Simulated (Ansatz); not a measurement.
`[SiH3]C[SiH2][TeH]` + `[CH3][GeH]([OH])[SeH]` → `[CH3][GeH]([OH])[TeH]` + `[SiH3]C[SiH2][SeH]`  (redistribution)

Computed with Ansatz on PBE0-D4/def2-TZVP structures; ΔE is electronic, products minus reactants. CCSD(T)/CBS adds triple-zeta CCSD(T) − MP2 to the extrapolated MP2 energy (def2 sets, frozen cores). Functionals use def2-TZVPP. B3LYP here is the variant with VWN-RPA as its local correlation; programs differ in this. def2 core potentials past Kr. For Ge, Se, Te outer-core shells are correlated without core-valence functions, which leaves a few kJ/mol of doubt a bond. Scalar relativity is left out up to krypton. Each species was taken in one conformer, which may not be the lowest.

```
             level  ΔE (kJ/mol)  difference from CCSD(T)/CBS
            PBE-D4         -5.4                          0.8
           PBE0-D4         -5.2                          1.0
          B3LYP-D4         -6.3                         -0.1
           ωB97M-V         -6.2                          0.0
            B2PLYP         -6.5                         -0.3
               PBE         -6.0                          0.2
            r2SCAN         -6.5                         -0.3
              PBE0         -5.7                          0.5
             B3LYP         -7.2                         -1.0
     HF/def2-TZVPP         -6.4                         -0.2
    MP2/def2-TZVPP         -5.1                          1.1
SCS-MP2/def2-TZVPP         -5.3                          0.9
CCSD(T)/def2-TZVPP         -4.7                          1.5
     HF/def2-QZVPP         -6.7                         -0.5
SCS-MP2/def2-QZVPP         -6.2                          0.0
     MP2/CBS(def2)         -6.7                         -0.5
       CCSD(T)/CBS         -6.2                            0
```

Largest T1 diagnostic among the species: 0.011.
